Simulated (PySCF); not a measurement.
C₄H₆ClIn, SMILES C=[CH][In]([Cl])[CH]=C.

The structure is a stationary point at PBE-D3(BJ)/def2-SVP. The def2 effective core potentials stand for the cores of In; spin–orbit coupling is left out. Other conformers were not sampled.

Computed with C-PCM-PBE0/def2-SVP (PySCF 2.14.0).

The values are the electrostatic part of the solvation free energy, E(continuum) − E(gas) at the gas-phase geometry, in a cavity of scaled van der Waals radii (PySCF's table); cavitation and dispersion terms are not included. A continuum can't describe solvent molecules that bind to the metal. In vacuum the orbital gap is 5.89 eV. The dipole moment in vacuum is 3.58 D.

Computed values in water (ε = 78.36), 2-propanol (ε = 19.26), dichloromethane (ε = 8.93):
```json
[
 {"solvent": "water", "ε": "78.36", "ΔG(elec) (kcal/mol)": "-7.0", "dipole (D)": "4.80", "gap (eV)": "6.12"},
 {"solvent": "2-propanol", "ε": "19.26", "ΔG(elec) (kcal/mol)": "-6.7", "dipole (D)": "4.73", "gap (eV)": "6.12"},
 {"solvent": "dichloromethane", "ε": "8.93", "ΔG(elec) (kcal/mol)": "-6.2", "dipole (D)": "4.64", "gap (eV)": "6.10"}
]
```
